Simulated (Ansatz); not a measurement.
CH₆OSSi₂, SMILES `O=C([SiH3])S[SiH3]`. Charge 0, multiplicity 1. The geometry is a stationary point of PBE0-D4/def2-TZVP.

```xyz
11

O     0.403   -1.324   -0.089
C    -0.281   -0.363   -0.334
Si   -1.786   -0.416   -1.536
S     0.033    1.237    0.403
Si    1.743    0.599    1.558
H    -1.542    0.557   -2.628
H    -2.999   -0.022   -0.777
H    -1.903   -1.796   -2.059
H     1.349   -0.441    2.534
H     2.158    1.836    2.265
H     2.826    0.132    0.664
```

**Question.** What is the dipole moment at ωB97M-V/def2-TZVPP? (An estimate is asked.)

**Answer.** Ansatz gave: 1.03 D, with components (-0.71, 0.65, -0.36) D in this frame, pointing from negative to positive charge.

**Question.** And with PBE, r2SCAN, B3LYP? (An estimate is asked.)

**Answer.** The calculation gave: PBE 0.86 D, r2SCAN 0.91 D, B3LYP 1.00 D.

**Question.** Give the Mulliken charges with ωB97M-V, B3LYP, r2SCAN in def2-TZVPP. (An estimate is asked.)

**Answer.** Ansatz gave: 
| atom | ωB97M-V | B3LYP | r2SCAN |
| --- | --- | --- | --- |
| O1 | -0.29 | -0.28 | -0.30 |
| C2 | 0.12 | 0.15 | 0.18 |
| Si3 | 0.17 | 0.27 | 0.28 |
| S4 | -0.17 | -0.21 | -0.22 |
| Si5 | 0.17 | 0.31 | 0.33 |
| H6 | 0.00 | -0.04 | -0.04 |
| H7 | 0.00 | -0.04 | -0.04 |
| H8 | 0.00 | -0.04 | -0.05 |
| H9 | 0.00 | -0.04 | -0.04 |
| H10 | -0.01 | -0.05 | -0.06 |
| H11 | 0.00 | -0.04 | -0.04 |

B3LYP here is the variant with VWN-RPA as its local correlation; programs differ in this.
